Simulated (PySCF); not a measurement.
Compound: C₄HO₃ (charge -1).
SMILES: `O=CC#CC(=O)[O-]`

All values: CAM-B3LYP/def2-SVPD (PySCF, non-relativistic), on one gas-phase PBE0-D3(BJ)/def2-SVP geometry that isn't relaxed in the solvent. The solvent is an IEF-PCM continuum (Bondi radii, 1.10 Å for H, scaled by 1.2), and excitations are vertical TDDFT with non-equilibrium linear response and a frozen core. Specific hydrogen bonds and non-electrostatic terms are outside this model.

```
run  E − E(gas) (kcal/mol)  HOMO (eV)  HOMO–LUMO gap (eV)  lowest singlet (eV)  static polarisability (au)
gas                   0.00      -4.19                6.99                 4.16                        71.6
  P                 -45.16      -7.80                7.67                 4.10                        83.7
  Q                 -57.26      -8.70                7.91                 4.08                        89.3
```

Q: The runs were made in chloroform and dimethylsulfoxide. Which run belongs to which solvent?

A: P = chloroform, Q = dimethylsulfoxide. The dielectric constants are 4.711 (chloroform), 46.83 (dimethylsulfoxide), and the energy falls further as ε rises. The optical constants n² used for the excitations are 2.09, 2.19 in the same order. In this model the ground state sees the solvent through ε alone.

Q: How constant is the ratio of the lowering to 1 − 1/ε?

A: 
| solvent | 1 − 1/ε | E − E(gas) (kcal/mol) | ratio (kcal/mol) | polarisation term (kcal/mol) |
| --- | --- | --- | --- | --- |
| chloroform | 0.788 | -45.16 | -57.3 | -46.71 |
| dimethylsulfoxide | 0.979 | -57.26 | -58.5 | -60.19 |

The ratio changes by +2.1 % in size from chloroform to dimethylsulfoxide. The polarisation term is half the interaction of the solute with the induced surface charges.
